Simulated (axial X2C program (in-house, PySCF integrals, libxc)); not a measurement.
## Spin–orbit effects down a group: molecules with Li (ions), CCSD(T)

Calculated with an in-house all-electron X2C program for linear molecules (integrals from PySCF), spin-free (one-electron X2C) or two-component (2c: spin–orbit coupling with atomic mean-field Coulomb and Gaunt terms, which also bring small scalar terms), in Dyall basis sets with cores contracted in-house; open shells are unrestricted.

Basis sets: Ag dyall-cv3z, Au dyall-cv3z, Cu dyall-cv3z, Li dyall-cv3z. Frozen shells (counts by l): LiCu⁺ Cu 3s2p, Li 1s, 11 electrons correlated; LiAg⁺ Ag 4s3p1d, Li 1s, 11 electrons correlated; LiAu⁺ Au 5s4p2d1f, Li 1s, 11 electrons correlated. Coupled cluster in natural virtuals with an MP2 remainder. Where the outer core of a metal is frozen, bonds come out longer and ionisation energies lower.

| molecule | spin-free state | Re (Å) | ωe (cm⁻¹) | De (eV) | 2c state | Re 2c (Å) | ωe 2c (cm⁻¹) | De 2c (eV) |
| --- | --- | --- | --- | --- | --- | --- | --- | --- |
| LiCu⁺ | M_S = 1/2, Λ = 0 | 2.703 | 232.6 | 0.69 | Ω = 1/2 | 2.703 | 232.5 | 0.68 |
| LiAg⁺ | M_S = 1/2, Λ = 0 | 2.790 | 222.5 | 0.63 | Ω = 1/2 | 2.790 | 222.4 | 0.63 |
| LiAu⁺ | M_S = 1/2, Λ = 0 | 2.622 | 259.9 | 0.58 | Ω = 1/2 | 2.617 | 262.9 | 0.59 |

(1) Work out the shifts from the spin-free to the two-component result.

Fragments in 2c: Cu + Li+, Ag + Li+, Au + Li+. Each entry is the lowest single determinant of a limited PBE0 search at one distance. De goes to single-determinant-based atoms at the same level (for ions the charge split of lowest energy) and is withheld (n/a) where an atom does not fit its ground term or J level. Main or longest-lived isotopes.

Answers

(1) 

```
molecule  2c state  ΔRe (Å)  Δωe (cm⁻¹)  ΔDe (eV)
   LiCu⁺   Ω = 1/2    0.000        -0.1     -0.01
   LiAg⁺   Ω = 1/2    0.000        -0.1      0.00
   LiAu⁺   Ω = 1/2   -0.005         3.0      0.01
```

Shifts of one unit in the last digit are rounding.
